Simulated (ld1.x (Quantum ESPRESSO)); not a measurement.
# Before and after: PAW potential for tungsten

W, PAW, made with ld1.x (Quantum ESPRESSO) 7.5 (LDA (PZ), scalar-relativistic). Core [Kr] 4d10 4f14 5s2, reference 5p6 5d4 6s1 6p1. Waves: 6s (bound): rcut 2.15, rcutus 3.00 bohr; 6s channel at -0.1 Ry: rcut 2.15, rcutus 3.00 bohr; 5p (bound): rcut 2.05, rcutus 2.20 bohr; 6p (bound): rcut 2.05, rcutus 2.20 bohr; 5d (bound): rcut 2.55, rcutus 2.80 bohr; 5d channel at 3.9 Ry: rcut 2.55, rcutus 2.80 bohr. Local part: all-electron potential smoothed inside 2.05 bohr (lloc = -2). Core correction: Bessel-smoothed model core inside 1.15 bohr. Augmentation charge: PSQ, inside the norm-conserving radii.

All-electron outer shells of the reference configuration (LDA (PZ), scalar-relativistic, ld1.x):

| shell | level (eV) | outermost node (bohr) | outermost maximum (bohr) |
| --- | --- | --- | --- |
| 5s | -80.90 | 0.53 | 0.96 |
| 5p | -44.99 | 0.57 | 1.09 |
| 4f | -35.07 | – | 0.43 |
| 6s | -6.98 | 1.28 | 2.61 |
| 5d | -6.10 | 0.63 | 1.49 |
| 6p | -2.26 | 1.53 | 3.61 |

Change: wave 6s channel at -0.1 Ry: rcut 2.15, rcutus 3.00 bohr becomes 6s channel at 2.75 Ry: rcut 2.15, rcutus 3.00 bohr.

Cutoffs: the cutoffs (Ry, on a coarse ladder) from which the occupation-weighted sum of valence levels, in a spherical-Bessel basis at the reference potential, stays within 10 and 1 mRy of its value at 400 Ry; they do not see the model core or the augmentation charge, which bear on the density cutoff. Errors are all-electron minus pseudo energies relative to the spin-unpolarised reference configuration.

Q: Predict the effect on cutoff, ghosts and configuration errors.

A: The potential gets neither clearly harder nor softer (25 Ry and 35 Ry → 25 Ry and 35 Ry); of the 9 tests that both files solve, the error grows in 3 and shrinks in 1 by more than 15 % and 0.3 meV (median size 2.4 → 4.0 meV); the range in which the s phases agree widens (upper end 1.7 → at the end of the scan); neither file shows a bound ghost.

| quantity | base | changed |
| --- | --- | --- |
| cutoff, loose | 25 Ry | 25 Ry |
| cutoff, tight | 35 Ry | 35 Ry |
| bound ghosts | none | none |
| error for 5p6 5d4 6s2 6p0, meV [ΔE -4.57 eV] | +2.4 | +3.6 |
| error for 5p6 5d4 6s1 6p0, meV [ΔE 4.56 eV] | -0.4 | -0.4 |
| error for 5p6 5d4 6s0 6p0, meV [ΔE 20.59 eV] | -5.8 | -5.7 |
| error for 5p6 5d5 6s1 6p0, meV [ΔE -3.03 eV] | 0.0 | +2.3 |
| error for 5p6 5d4.5 6s1.5 6p0, meV [ΔE -3.88 eV] | +1.8 | +4.0 |
| error for 5p6 5d4 6s0 6p1, meV [ΔE 10.12 eV] | -2.1 | -2.1 |
| error for 5p6 5d5 6s0 6p0, meV [ΔE 5.41 eV] | -9.3 | -9.3 |
| error for 5p6 5d4 6s1 6p1 (spin-polarised), meV [ΔE -3.51 eV] | -19 | -19 |
| error for 5p6 5d4 6s2 6p0 (spin-polarised), meV [ΔE -6.51 eV] | -13 | -11 |
| s: phases at 3.25 bohr within 0.05 rad from the reference energy up to (Ry; the scan ends near 5) | 1.7 | to the end of the scan |
| p: phases at 3.25 bohr within 0.05 rad from the reference energy up to (Ry; the scan ends near 5) | 3.6 | 3.6 |
| d: phases at 3.25 bohr within 0.05 rad from the reference energy up to (Ry; the scan ends near 5) | 1.3 | 1.3 |
| lowest overlap eigenvalue by channel | s 0.34, p 0.08, d 0.77 | s 0.62, p 0.08, d 0.77 |
